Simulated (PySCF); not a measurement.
Compound: C2H7B3O4.
SMILES with atom numbers: `[CH3:1][O:2][CH2:3][B:4]1[O:5][BH:6][O:7][BH:8][O:9]1` (hydrogens: H10, H11, H12 on C1; H13, H14 on C3; H15 on B6; H16 on B8)

Torsions of this conformer, `[CH3:1][O:2][CH2:3][B:4]1[O:5][BH:6][O:7][BH:8][O:9]1`: C1–O2–C3–B4 76°, O2–C3–B4–O5 -2°.

The closed-shell ground state was solved at several levels (PySCF, density fitting, gas phase, non-relativistic). The structure is a single PBE0-D3(BJ)/def2-SVP conformer in the gas phase; no vibrational or solvent corrections.

```json
{"level": "B3LYP/def2-SVPD", "basis functions": "248", "HOMO (eV)": "-7.11", "LUMO (eV)": "-0.89", "gap (eV)": "6.22", "dipole (D)": "1.04"}
{"level": "PBE0/pcSseg-1", "basis functions": "188", "HOMO (eV)": "-7.22", "LUMO (eV)": "-0.59", "gap (eV)": "6.63", "dipole (D)": "1.11"}
{"level": "wB97X-D/pcSseg-1", "basis functions": "188", "HOMO (eV)": "-9.14", "LUMO (eV)": "1.37", "gap (eV)": "10.51", "dipole (D)": "1.15"}
```

Question: Estimate the row for B3LYP/pcJ-1, a basis of 313 functions; the other rows only guide the guess.

Answer: HOMO -6.97 eV, LUMO -0.83 eV, gap 6.14 eV, dipole 1.08 D.

Question: Over all these levels, which gives the widest orbital gap and which the narrowest?

Answer: wB97X-D/pcSseg-1 (range-separated hybrid) has the widest, 10.51 eV, and B3LYP/pcJ-1 (global hybrid, 20 % exact exchange) the narrowest, 6.14 eV. Functional and basis both differ between the two, so the spread mixes both effects.

Question: How far do the dipole and the HOMO energy spread over the levels?

Answer: The dipole runs from 1.04 to 1.15 D (mean 1.09 D) and the HOMO from -9.14 to -6.97 eV.
